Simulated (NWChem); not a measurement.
Molecule: BeN$_{2}$H$_{4}$; SMILES [NH2][Be][NH2]

```xyz
7

Be     0.0000     0.0000     0.0000
N      0.0000     0.0000     1.5013
H     -0.5835     0.5835     2.0907
H      0.5835    -0.5835     2.0907
N      0.0000     0.0000    -1.5013
H     -0.5835    -0.5835    -2.0907
H      0.5835     0.5835    -2.0907
```
Atoms are numbered in this order, from 1.

All runs: NWChem. Pople sets run with spherical d functions. The geometry was optimised at PBE0/def2-SVP. B3LYP is NWChem's, with the RPA form of VWN correlation. Vzz is the largest principal value of the second derivative of the potential at the nucleus (NWChem prints the opposite sign); η is the asymmetry. Non-relativistic.

```csv
level,Vzz Be1 (a.u.),η Be1,Vzz N5 (a.u.),η N5
B3LYP/6-31G*,-0.206,0.00,-0.738,0.77
B3LYP/def2-TZVP,-0.220,0.00,-0.713,0.82
PBE0/def2-SVP,-0.207,0.00,-0.713,0.84
PBE0/def2-TZVP,-0.220,0.00,-0.704,0.79
```
